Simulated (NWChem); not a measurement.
C$_{3}$H$_{7}$FSi; SMILES C=C[SiH2]CF

```xyz
12

C      0.2348    -2.6708    -0.4158
C      0.3273    -1.6447     0.4390
Si    -0.5862    -0.0268     0.2178
C      0.6537     1.3844    -0.1019
F     -0.0191     2.5850    -0.2127
H     -0.4014    -2.6258    -1.3075
H      0.7856    -3.6063    -0.2650
H      0.9805    -1.7654     1.3143
H     -1.3671     0.3228     1.4438
H     -1.5144    -0.1382    -0.9480
H      1.3895     1.4574     0.7197
H      1.2235     1.2011    -1.0307
```
Atoms are numbered in this order, from 1.

All runs: NWChem. Structure relaxed at the PBE0/def2-SVP level. No frequency run checked for a minimum. GIAO values for the isolated, static molecule; σ is the absolute isotropic shielding, δ = σ(reference) − σ with the isolated reference molecule computed at the same levels (13C: tetramethylsilane, 1H: tetramethylsilane).

**Question.** Estimate the computed values for BHandHLYP/pcSseg-1. Quantities: δ C1 (ppm); δ C4 (ppm); δ H7 (ppm); δ H9 (ppm); δ H10 (ppm); δ H11 (ppm); δ H12 (ppm).

**Answer.** 
| Item | Result |
|---|---|
| δ C1 (ppm) | 149.7 |
| δ C4 (ppm) | 73.1 |
| δ H7 (ppm) | 6.29 |
| δ H9 (ppm) | 4.37 |
| δ H10 (ppm) | 4.20 |
| δ H11 (ppm) | 4.44 |
| δ H12 (ppm) | 4.37 |
